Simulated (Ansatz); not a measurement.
`C#C[B]C` radical. Charge 0, multiplicity 2.

```xyz
8

C     2.409   -0.174    0.568
C     1.204   -0.267    0.398
B    -0.228   -0.496    0.269
C    -1.484    0.140   -0.338
H     3.461   -0.105    0.723
H    -1.492    1.231   -0.231
H    -1.442   -0.062   -1.418
H    -2.428   -0.267    0.028
```

Problem. What are the harmonic wavenumbers in cm⁻¹ at PBE0-D4/def2-TZVP (Ansatz, finite differences of forces, unscaled)? (An estimate is asked.)

Solution. Computed: 91, 156, 271, 418, 454, 626, 735, 791, 882, 1250, 1340, 1414, 1449, 2034, 3014, 3078, 3125, 3464.

Problem. Is this a minimum?

Solution. Yes, all 18 modes are real.

Problem. Give the ideal-gas thermochemistry at 298.15 K and 1 bar (rigid rotor, harmonic oscillator; point group C1, symmetry number 1).

Solution. Zero-point energy 147.1 kJ/mol; H(298) − E = 164.4 kJ/mol; entropy 305.2 J/(mol·K), of which translation 157.9, rotation 97.0, vibration 44.5, electronic 5.8; G(298) − E = 73.4 kJ/mol. Modes under 100 cm⁻¹ are hindered rotations or soft bends, so the harmonic entropy is rough.

Problem. Rotational constants (cm⁻¹)?

Solution. 2.751, 0.1237, 0.121.
